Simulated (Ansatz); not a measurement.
def2 core potentials replace the inner electrons of Sb.

Species: C4H11O2Sb, SMILES `[OH][Sb]([C](C)(C)C)[OH]` (charge 0, multiplicity 1), formula C4H11O2Sb.

**Question.** How many basis functions does frozen-core CCSD(T)/def2-TZVPP // B3LYP-D3(BJ)/def2-SVP in Ansatz (a quantum-chemistry and plane-wave program) use, how many core orbitals are frozen, and how many electrons are correlated?

**Answer.** 390 basis functions and 10 frozen orbitals, which leaves 54 correlated electrons (filled d shells below the valence shell are correlated). Core time is of the order of hours.
